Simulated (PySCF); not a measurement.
C5H9NO, singlet, at a GFN2-xTB geometry; DF-CAMB3LYP/def2-SV(P) run with PySCF.

Here is a job for PySCF.
```python
from pyscf import gto, scf, dft

mol = gto.M(
    atom='''
C     2.107180   -0.105670    0.050773
N     0.692705    0.089059   -0.093321
C     0.149971    0.980337   -1.089728
C    -1.327529    1.098491   -0.698834
C    -1.602510   -0.196793    0.063249
C    -0.235410   -0.624307    0.579633
O    -0.002578   -1.456745    1.426920
H     2.598065    0.831780    0.323616
H     2.545651   -0.478338   -0.879293
H     2.258991   -0.839120    0.841187
H     0.270135    0.549606   -2.093712
H     0.670244    1.942236   -1.066160
H    -1.468409    1.955254   -0.039294
H    -1.971587    1.223546   -1.566887
H    -2.308870   -0.081116    0.882469
H    -1.972743   -0.985648   -0.594598
''',
    basis='def2-sv(p)',
    charge=0,
    spin=0,
    verbose=4,
)

mf = dft.RKS(mol)
mf.xc = 'camb3lyp'
mf.diis_space = 20
mf = mf.density_fit(auxbasis='def2-universal-jkfit')
mf.kernel()
```

Write the output that PySCF gives for this input, abridged.


```
PySCF version 2.14.0

[INPUT] verbose = 4
[INPUT] num. atoms = 16
[INPUT] num. electrons = 54
[INPUT] charge = 0
[INPUT] spin (= nelec alpha-beta = 2S) = 0
[INPUT] symmetry False subgroup None
[INPUT] Mole.unit = angstrom
[INPUT] Symbol           X                Y                Z      unit          X                Y                Z       unit  Magmom
[INPUT]  1 C      2.107180000000  -0.105670000000   0.050773000000 AA    3.981993095161  -0.199687359583   0.095947064523 Bohr   0.0
[INPUT]  2 N      0.692705000000   0.089059000000  -0.093321000000 AA    1.309022735117   0.168297118928  -0.176351131671 Bohr   0.0
[INPUT]  3 C      0.149971000000   0.980337000000  -1.089728000000 AA    0.283404116627   1.852568439778  -2.059287470270 Bohr   0.0
[INPUT]  4 C     -1.327529000000   1.098491000000  -0.698834000000 AA   -2.508666232418   2.075847140300  -1.320604866534 Bohr   0.0
[INPUT]  5 C     -1.602510000000  -0.196793000000   0.063249000000 AA   -3.028305011877  -0.371884873232   0.119523287653 Bohr   0.0
[INPUT]  6 C     -0.235410000000  -0.624307000000   0.579633000000 AA   -0.444860426984  -1.179769247649   1.095347622760 Bohr   0.0
[INPUT]  7 O     -0.002578000000  -1.456745000000   1.426920000000 AA   -0.004871713949  -2.752849083330   2.696488001664 Bohr   0.0
[INPUT]  8 H      2.598065000000   0.831780000000   0.323616000000 AA    4.909631303818   1.571836395891   0.611545609527 Bohr   0.0
[INPUT]  9 H      2.545651000000  -0.478338000000  -0.879293000000 AA    4.810583198725  -0.903927814972  -1.661622953247 Bohr   0.0
[INPUT] 10 H      2.258991000000  -0.839120000000   0.841187000000 AA    4.268874307857  -1.585706985645   1.589613049545 Bohr   0.0
[INPUT] 11 H      0.270135000000   0.549606000000  -2.093712000000 AA    0.510481166659   1.038604816418  -3.956542263715 Bohr   0.0
[INPUT] 12 H      0.670244000000   1.942236000000  -1.066160000000 AA    1.266577596633   3.670294109271  -2.014750404966 Bohr   0.0
[INPUT] 13 H     -1.468409000000   1.955254000000  -0.039294000000 AA   -2.774890848846   3.694894563960  -0.074254898339 Bohr   0.0
[INPUT] 14 H     -1.971587000000   1.223546000000  -1.566887000000 AA   -3.725759460753   2.312166840807  -2.960987298141 Bohr   0.0
[INPUT] 15 H     -2.308870000000  -0.081116000000   0.882469000000 AA   -4.363131957225  -0.153287024320   1.667624723419 Bohr   0.0
[INPUT] 16 H     -1.972743000000  -0.985648000000  -0.594598000000 AA   -3.727943984153  -1.862604775225  -1.123627374214 Bohr   0.0

nuclear repulsion = 317.328649015203
number of shells = 60
number of NR pGTOs = 204
number of NR cGTOs = 116
basis = def2-sv(p)
ecp = {}

******** <class 'pyscf.df.df_jk.DFRKS'> ********
method = DFRKS
initial guess = minao
damping factor = 0
level_shift factor = 0
DIIS = <class 'pyscf.scf.diis.CDIIS'>
diis_start_cycle = 1
diis_space = 20
diis_damp = 0
SCF conv_tol = 1e-09
SCF conv_tol_grad = None
SCF max_cycles = 50
direct_scf = False
XC library pyscf.dft.libxc version 7.1.2
    S. Lehtola, C. Steigemann, M. J. T. Oliveira, and M. A. L. Marques,  SoftwareX 7, 1–5 (2018)
XC functionals = camb3lyp
    T. Yanai, D. P. Tew, and N. C. Handy,  Chem. Phys. Lett. 393, 51 (2004)
radial grids:
    Treutler-Ahlrichs [JCP 102, 346 (1995); DOI:10.1063/1.469408] (M4) radial grids

becke partition: Becke, JCP 88, 2547 (1988); DOI:10.1063/1.454033
pruning grids: <function nwchem_prune>
grids dens level: 3
symmetrized grids: False
atomic radii adjust function: <function treutler_atomic_radii_adjust>
small_rho_cutoff = 0
Set gradient conv threshold to 3.16228e-05
Initial guess from minao.
tot grids = 186848
******** <class 'pyscf.df.df.DF'> ********
auxbasis = def2-universal-jkfit
Create RSH-DF object <pyscf.df.df.DF object> for omega=0.33
******** <class 'pyscf.df.df.DF'> ********
auxbasis = auxmol.basis = def2-universal-jkfit
init E= -326.725115998069
  HOMO = -0.276778633928438  LUMO = -0.0143404430865472  gap/eV = 7.14131
cycle= 1 E= -325.369107891598  delta_E= 1.36  |g|= 0.85  |ddm|= 4.11
  HOMO = -0.119632753437844  LUMO = 0.0703208489380578  gap/eV = 5.16890
cycle= 2 E= -325.096977211701  delta_E= 0.272  |g|=  1.5  |ddm|= 2.95
  HOMO = -0.281621784914335  LUMO = 0.088962867699788  gap/eV = 10.08412
cycle= 3 E= -325.519770036384  delta_E= -0.423  |g|= 0.0991  |ddm|= 1.99
  HOMO = -0.30462726499507  LUMO = 0.0819757607320741  gap/eV = 10.52000
cycle= 4 E= -325.521506847159  delta_E= -0.00174  |g|= 0.0586  |ddm|= 0.15
  HOMO = -0.298521887589382  LUMO = 0.0861343875913444  gap/eV = 10.46703
cycle= 5 E= -325.522226979493  delta_E= -0.00072  |g|= 0.00977  |ddm|= 0.0558
  HOMO = -0.298766062976076  LUMO = 0.0867755600735282  gap/eV = 10.49112
cycle= 6 E= -325.522248880446  delta_E= -2.19e-05  |g|= 0.00448  |ddm|= 0.0144
  HOMO = -0.298739095995222  LUMO = 0.0866418589583846  gap/eV = 10.48675
cycle= 7 E= -325.522253829089  delta_E= -4.95e-06  |g|= 0.000956  |ddm|= 0.00719
  HOMO = -0.298809786128488  LUMO = 0.0866131027343187  gap/eV = 10.48789
cycle= 8 E= -325.522254174345  delta_E= -3.45e-07  |g|= 0.000382  |ddm|= 0.00326
  HOMO = -0.298767003750554  LUMO = 0.086625220341222  gap/eV = 10.48706
cycle= 9 E= -325.52225421887  delta_E= -4.45e-08  |g|= 7.64e-05  |ddm|= 0.000754
  HOMO = -0.298772116900418  LUMO = 0.0866249905620467  gap/eV = 10.48719
cycle= 10 E= -325.522254220993  delta_E= -2.12e-09  |g|= 1.62e-05  |ddm|= 0.000245
  HOMO = -0.298772939099656  LUMO = 0.0866248602745943  gap/eV = 10.48721
cycle= 11 E= -325.522254221055  delta_E= -6.21e-11  |g|= 5.65e-06  |ddm|= 3.12e-05
  HOMO = -0.29877248853654  LUMO = 0.0866251868061045  gap/eV = 10.48720
Extra cycle  E= -325.522254221057  delta_E= -1.93e-12  |g|= 5.83e-06  |ddm|= 1.42e-05
converged SCF energy = -325.522254221057
```
